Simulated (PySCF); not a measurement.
# The third ionisation energy along the third row

All values are computed (PySCF 2.14, energy differences of UHF-based or UKS calculations, no spin-orbit coupling). Values in eV. The last column holds reference values (NIST; (s) semi-empirical, (t) theoretical, else measured). Unmarked ones compare directly (S terms, centres of terms, or small fine structure); those marked * lie between the lowest fine-structure levels and include a spin-orbit shift.

| element | configurations | UHF | PBE0 | MP2 (valence and next inner shell) | CCSD(T) (valence) | CCSD (valence and next inner shell) | CCSD(T) (valence and next inner shell) | reference |
| --- | --- | --- | --- | --- | --- | --- | --- | --- |
| Al (aug-cc-pwCVTZ, non-relativistic) | [Ne] 3s1 → [Ne] | 28.040 | 28.681 | 28.348 | n/a | 28.357 | 28.366 | 28.448 |
| Si (aug-cc-pwCVTZ, non-relativistic) | [Ne] 3s2 → [Ne] 3s1 | 31.956 | 33.242 | 33.112 | 33.181 | 33.330 | 33.375 | 33.493 |
| P (aug-cc-pwCVTZ, non-relativistic) | [Ne] 3s2 3p1 → [Ne] 3s2 | 29.584 | 30.261 | 29.929 | 30.043 | 30.059 | 30.083 | 30.203 * |
| S (aug-cc-pwCVTZ, non-relativistic) | [Ne] 3s2 3p2 → [Ne] 3s2 3p1 | 34.156 | 34.875 | 34.698 | 34.723 | 34.731 | 34.762 | 34.86 ± 0.04 (s) * |
| Cl (aug-cc-pwCVTZ, non-relativistic) | [Ne] 3s2 3p3 → [Ne] 3s2 3p2 | 38.961 | 39.664 | 39.676 | 39.587 | 39.590 | 39.623 | 39.8 ± 0.11 (s) * |
| Ar (aug-cc-pwCVTZ, non-relativistic) | [Ne] 3s2 3p4 → [Ne] 3s2 3p3 | 39.397 | 40.737 | 40.278 | 40.369 | 40.389 | 40.419 | 40.735 ± 0.012 (s) * |

"Valence" correlates the outer s and p shells and, in groups 3 to 12 and the f block, the outer d or f shell, open or full, or the next shell where the ion has no valence electron left; the wider scheme adds the next inner shell.
